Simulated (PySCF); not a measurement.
phenol (C6H6O), singlet, geometry from GFN2-xTB; PySCF with WB97X/STO-3G.

The PySCF input:
```python
from pyscf import gto, scf, dft

mol = gto.M(
    atom='''
O     2.25929320   -0.29892068   -0.28712446
C     0.92244864   -0.11050524   -0.11205138
C     0.05727731   -1.12549274   -0.50891663
C    -1.30520280   -0.96955503   -0.34668122
C    -1.81889765    0.19127970    0.20900119
C    -0.95832694    1.20012836    0.60342332
C     0.40838273    1.05388413    0.44525121
H     2.74204289    0.47491188    0.02742443
H     0.47387468   -2.02215763   -0.93948404
H    -1.97160197   -1.76074735   -0.65658382
H    -2.88462060    0.30834032    0.33369615
H    -1.34920352    2.10862118    1.03755651
H     1.08107514    1.84396194    0.75422755
''',
    basis='sto-3g',
    verbose=4,
)

mf = dft.RKS(mol)
mf.xc = 'wb97x'
mf.grids.radi_method = dft.radi.gauss_chebyshev
mf.kernel()
```

The log (banner, timings and long lists left out):

```
PySCF version 2.14.0

[INPUT] verbose = 4
[INPUT] num. atoms = 13
[INPUT] num. electrons = 50
[INPUT] charge = 0
[INPUT] spin (= nelec alpha-beta = 2S) = 0
[INPUT] symmetry False subgroup None
[INPUT] Mole.unit = angstrom
[INPUT] Symbol           X                Y                Z      unit          X                Y                Z       unit  Magmom
[INPUT]  1 O      2.259293200000  -0.298920680000  -0.287124460000 AA    4.269445383092  -0.564878218169  -0.542586593064 Bohr   0.0
[INPUT]  2 C      0.922448640000  -0.110505240000  -0.112051380000 AA    1.743175293578  -0.208824638929  -0.211746420080 Bohr   0.0
[INPUT]  3 C      0.057277310000  -1.125492740000  -0.508916630000 AA    0.108238429052  -2.126873033786  -0.961713050937 Bohr   0.0
[INPUT]  4 C     -1.305202800000  -0.969555030000  -0.346681220000 AA   -2.466475829015  -1.832193469394  -0.655132558330 Bohr   0.0
[INPUT]  5 C     -1.818897650000   0.191279700000   0.209001190000 AA   -3.437218407115   0.361466246189   0.394955008808 Bohr   0.0
[INPUT]  6 C     -0.958326940000   1.200128360000   0.603423320000 AA   -1.810975454392   2.267913914723   1.140304811976 Bohr   0.0
[INPUT]  7 C      0.408382730000   1.053884130000   0.445251210000 AA    0.771731513702   1.991552372726   0.841402843531 Bohr   0.0
[INPUT]  8 H      2.742042890000   0.474911880000   0.027424430000 AA    5.181710083911   0.897453386502   0.051824661822 Bohr   0.0
[INPUT]  9 H      0.473874680000  -2.022157630000  -0.939484040000 AA    0.895493362566  -3.821324101400  -1.775367534000 Bohr   0.0
[INPUT] 10 H     -1.971601970000  -1.760747350000  -0.656583820000 AA   -3.725787749953  -3.327330266054  -1.240763597621 Bohr   0.0
[INPUT] 11 H     -2.884620600000   0.308340320000   0.333696150000 AA   -5.451142907279   0.582678757961   0.630594332322 Bohr   0.0
[INPUT] 12 H     -1.349203520000   2.108621180000   1.037556510000 AA   -2.549625139099   3.984716530657   1.960697642660 Bohr   0.0
[INPUT] 13 H      1.081075140000   1.843961940000   0.754227550000 AA    2.042935934676   3.484583050722   1.425283505102 Bohr   0.0

nuclear repulsion = 272.630548499029
number of shells = 27
number of NR pGTOs = 123
number of NR cGTOs = 41
basis = sto-3g
ecp = {}

******** <class 'pyscf.dft.rks.RKS'> ********
method = RKS
initial guess = minao
damping factor = 0
level_shift factor = 0
DIIS = <class 'pyscf.scf.diis.CDIIS'>
diis_start_cycle = 1
diis_space = 8
diis_damp = 0
SCF conv_tol = 1e-09
SCF conv_tol_grad = None
SCF max_cycles = 50
direct_scf = True
direct_scf_tol = 1e-13
XC library pyscf.dft.libxc version 7.1.2
    S. Lehtola, C. Steigemann, M. J. T. Oliveira, and M. A. L. Marques,  SoftwareX 7, 1–5 (2018)
XC functionals = wb97x
    J.-D. Chai and M. Head-Gordon,  J. Chem. Phys. 128, 084106 (2008)
radial grids: Gauss-Chebyshev [JCP 108, 3226 (1998); DOI:10.1063/1.475719) radial grids
becke partition: Becke, JCP 88, 2547 (1988); DOI:10.1063/1.454033
pruning grids: <function nwchem_prune>
grids dens level: 3
symmetrized grids: False
atomic radii adjust function: <function treutler_atomic_radii_adjust>
small_rho_cutoff = 0
Set gradient conv threshold to 3.16228e-05
Initial guess from minao.
tot grids = 153104
init E= -305.376364527897
  HOMO = -0.209977225502796  LUMO = 0.049738628495694  gap/eV = 7.06723
cycle= 1 E= -303.474624427567  delta_E=  1.9  |g|= 0.421  |ddm|= 5.05
  HOMO = -0.16894946037448  LUMO = 0.186777970849008  gap/eV = 9.67984
cycle= 2 E= -303.517364449772  delta_E= -0.0427  |g|= 0.271  |ddm|= 0.886
  HOMO = -0.227882656213895  LUMO = 0.196605554419972  gap/eV = 11.55091
cycle= 3 E= -303.53763231461  delta_E= -0.0203  |g|= 0.0282  |ddm|= 0.335
  HOMO = -0.233115485825242  LUMO = 0.188398714106746  gap/eV = 11.46999
cycle= 4 E= -303.537918044294  delta_E= -0.000286  |g|= 0.0101  |ddm|= 0.0557
  HOMO = -0.231555236038156  LUMO = 0.190229165330937  gap/eV = 11.47734
cycle= 5 E= -303.53795047111  delta_E= -3.24e-05  |g|= 0.0024  |ddm|= 0.0166
  HOMO = -0.231200555930658  LUMO = 0.190662481434635  gap/eV = 11.47948
cycle= 6 E= -303.537952510625  delta_E= -2.04e-06  |g|= 0.000368  |ddm|= 0.00367
  HOMO = -0.231241402903039  LUMO = 0.190585125735986  gap/eV = 11.47848
cycle= 7 E= -303.537952614848  delta_E= -1.04e-07  |g|= 0.00012  |ddm|= 0.0011
  HOMO = -0.231254706418542  LUMO = 0.190587254093223  gap/eV = 11.47890
cycle= 8 E= -303.537952625211  delta_E= -1.04e-08  |g|= 6.04e-05  |ddm|= 0.000349
  HOMO = -0.231249052287372  LUMO = 0.190586905245274  gap/eV = 11.47874
cycle= 9 E= -303.537952627181  delta_E= -1.97e-09  |g|= 9.04e-06  |ddm|= 0.000141
  HOMO = -0.231249220906709  LUMO = 0.190585850283493  gap/eV = 11.47872
cycle= 10 E= -303.537952627308  delta_E= -1.28e-10  |g|= 3.56e-06  |ddm|= 3.85e-05
  HOMO = -0.231249316289989  LUMO = 0.190586221997859  gap/eV = 11.47873
Extra cycle  E= -303.537952627322  delta_E= -1.41e-11  |g|= 2.23e-06  |ddm|= 1.07e-05
converged SCF energy = -303.537952627322
```
